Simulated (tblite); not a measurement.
Compound: C4H11ClOSi2.
SMILES with atom numbers: `[CH3:1][C:2]([CH3:3])([CH:4]=[O:5])[SiH2:6][SiH2:7][Cl:8]` (hydrogens: H9, H10, H11 on C1; H12, H13, H14 on C3; H15 on C4; H16, H17 on Si6; H18, H19 on Si7)

Structure optimised with GFN2-xTB, isolated species.

Q: List the bond lengths, angles and torsions at this level.

A: 
```csv
bond,length (Å),order
"C1–C2, C2–C3",1.526,single
C2–C4,1.479,single
C4=O5,1.209,double
C2–Si6,1.947,single
Si6–Si7,2.319,single
Si7–Cl8,2.016,single
C1–H9 and 5 like bonds,1.088,single
C4–H15,1.108,single
"Si6–H16, Si6–H17",1.472,single
Si7–H18,1.470,single
Si7–H19,1.459,single
```

Bonds in one row agree within 0.01 Å and their mean is given. Orders are formal, as drawn. A selection of angles:
```csv
angle,degrees
C2–C1–H9,110.2
C2–C1–H10,111.0
H9–C1–H10,108.1
C1–C2–C3,110.7
C1–C2–C4,112.4
C1–C2–Si6,112.1
C3–C2–C4,110.5
C3–C2–Si6,108.3
C4–C2–Si6,102.6
H13–C3–H14,108.9
C2–C4–O5,124.4
C2–C4–H15,115.4
O5–C4–H15,120.2
C2–Si6–Si7,109.9
C2–Si6–H16,103.7
C2–Si6–H17,105.4
Si7–Si6–H16,115.0
H16–Si6–H17,105.7
Si6–Si7–Cl8,110.2
Si6–Si7–H18,108.6
Si6–Si7–H19,117.5
Cl8–Si7–H18,105.3
Cl8–Si7–H19,108.1
H18–Si7–H19,106.4
```

Dihedral angles: C1–C2–C4–O5 -175° (antiperiplanar); C1–C2–Si6–Si7 -174° (antiperiplanar); C2–Si6–Si7–Cl8 100° (anticlinal). The mirror-image conformer, all signs reversed, is as good.

The C–C distances run from 1.479 Å (C2–C4, drawn single) to 1.530 Å (C2–C3, drawn single), a spread of 0.051 Å. Si6 (SiH2 silicon) is distorted tetrahedral (angles from 103.7° to 116.0°). Of the pairs four or more bonds apart, O5···Si7 is among the closest relative to their van der Waals radii: 3.04 Å, 84 % of the sum of Bondi's values. Si7 (chlorine-bound silicon) is distorted tetrahedral (angles from 105.3° to 117.5°).

Point group: C1 (no symmetry element, even within 0.4 Å). Its lowest GFN2-xTB frequency is 14 cm⁻¹, too small to tell a flat minimum from a shallow saddle. The numbers are those of one conformer. 3 starts were optimised and ended at 0.00, 0.43 and 0.48 kcal/mol (GFN2-xTB); the lowest of these is shown.

These are computed values.
